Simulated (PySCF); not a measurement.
A small calculation by hand: chemical shift, span and skew from a shielding tensor

C₅H₇F, SMILES CC1=CC[C@@H]1F. Atoms are numbered in the order given.

```xyz
13

C      2.0247    -0.1480     0.5438
C      0.5911     0.2101     0.3876
C     -0.3582     0.8374     1.1278
C     -1.4813     0.6163     0.1291
C     -0.3628     0.0063    -0.7752
F     -0.5570    -1.3013    -1.1976
H      2.1626    -1.2441     0.4270
H      2.4187     0.1508     1.5347
H      2.6476     0.3328    -0.2412
H     -0.3261     1.3613     2.0971
H     -2.0142     1.5087    -0.2653
H     -2.2280    -0.1499     0.4240
H     -0.1283     0.6199    -1.6761
```

Coordinates come from a PBE-D3(BJ)/def2-SVP optimisation. The structure was generated by enumeration; whether it is a known compound was not checked.

GIAO shieldings from HF/pcSseg-1 (PySCF), non-relativistic, no solvent. The symmetric part of the tensor of C4 has the principal values 142.7, 154.1, 165.8 ppm. The same nucleus in TMS has σ = 192.6 ppm at this level (PySCF, at its B3LYP-D3(BJ)/def2-TZVP geometry).

Task: Work out the isotropic shielding, the ¹³C shift against TMS, the span and the skew.

Result: 
σ(iso) = (σ11 + σ22 + σ33)/3 = 154.2 ppm. δ = σ(ref) − σ(iso) = 192.6 − (154.2) = 38.4 ppm.
Span Ω = σ33 − σ11 = 23.1 ppm. Skew κ = 3(σ(iso) − σ22)/Ω = 0.01. Tumbling in solution averages the tensor to δ; in a static solid the shielding alone would spread this spin-1/2 line over Ω.
